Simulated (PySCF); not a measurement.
## From computed data to an observable: dipole moment from atomic charges

imidazole (C₃H₄N₂), SMILES c1c[nH]cn1. Atoms are numbered in the order given.

```xyz
9

C      0.2469    -1.1419     0.0000
C     -1.0038    -0.5711     0.0000
N     -0.7754     0.7808     0.0000
C      0.5723     0.9642     0.0000
N      1.2144    -0.1767     0.0000
H      0.4945    -2.2028     0.0000
H     -2.0050    -0.9941     0.0000
H     -1.4806     1.5054     0.0000
H      1.0256     1.9558     0.0000
```
Charge 0, spin multiplicity 1.

Geometry optimised at PBE0-D3(BJ)/def2-SVP.

Charges (e) from ωB97X/def2-TZVP in PySCF:

```csv
atom,IAO,ESP fit
C1,-0.094,0.154
C2,-0.141,-0.355
N3,-0.242,-0.175
C4,0.044,0.183
N5,-0.341,-0.517
H6,0.156,0.101
H7,0.162,0.207
H8,0.294,0.301
H9,0.161,0.100
```

The dipole moment of the full density is 3.86 D.

Question: What dipole moment does each set of point charges give, and which comes closer to that of the density?

Answer: 
μ = Σ q r, and 1 e Å = 4.8032 D.
IAO: Σ q r = (-0.601, 0.354, 0.000) e Å, |μ| = 3.35 D.
ESP fit: Σ q r = (-0.701, 0.378, 0.000) e Å, |μ| = 3.83 D.
ESP fit comes closer in size. Point charges leave out the atoms' own dipoles (lone pairs, polarised bonds); fits to the potential absorb them, partitions of the density don't.
